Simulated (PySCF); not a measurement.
Ti(OH)2(H)2 (H4O2Ti), SMILES [OH][TiH2][OH], multiplicity 1.

Coordinates come from a B3LYP-D3(BJ)/def2-TZVP optimisation. The spin state was assumed, not searched. One conformer was computed; it need not be the lowest.

These are B3LYP-D3(BJ)/def2-TZVP (PySCF) values and carry that method's errors.

Frequencies are harmonic and unscaled.

Task: Estimate the vibrational spectrum. (An estimate is asked for; the answer gives what the named calculation found.)

Result: 
```csv
mode,ν (cm⁻¹),IR (km/mol),moving atoms (share of kinetic energy)
1,165,2.0,"O 46 %, H 33 %, Ti 20 %"
2,203,125.1,H 97 %
3,230,203.3,"H 87 %, O 12 %"
4,255,0.0,"H 91 %, O 9 %"
5,369,90.8,"H 64 %, O 33 %"
6,376,142.7,"H 60 %, O 25 %, Ti 15 %"
7,581,70.3,H 96 %
8,585,19.9,"H 83 %, O 17 %"
9,601,0.0,H 94 %
10,791,150.2,"O 72 %, Ti 19 %, H 10 %"
11,861,316.7,"O 47 %, Ti 37 %, H 16 %"
12,1734,388.3,H 97 %
13,1767,199.2,H 99 %
14,3915,285.1,H 94 %
15,3920,260.8,H 94 %
```
